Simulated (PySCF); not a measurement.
**Xe+: excitation energy**

Xe+ [Kr] 4d10 5s2 5p5 (2P) → Xe+ [Kr] 4d10 5s1 5p6 (2S), as a difference of total energies. Calculation: PySCF 2.14, in aug-cc-pVQZ-PP with one added diffuse shell each of s, p, d, f, g type with ECP28MDF (8s8p6d4f3g, 117 functions); scalar relativity through the core potential. Correlated levels: valence: 4s2 4p6 4d10 frozen. The calculations carry no spin-orbit coupling.

Problem. Order these methods by the excitation energy they give, lowest first.
A. MP2 (valence)
B. CAM-B3LYP
C. UHF
D. B2PLYP

Solution. D (103060 cm⁻¹), A (103600 cm⁻¹), B (105880 cm⁻¹), C (120200 cm⁻¹).

Errors of the correlated levels include the incompleteness of this basis and the frozen core.

Every method misses the reference by a wide margin, which points to the basis or the choice of state and not to the methods.

For comparison: 87362 cm⁻¹ (measured; NIST levels, between the centres of gravity of the two terms).
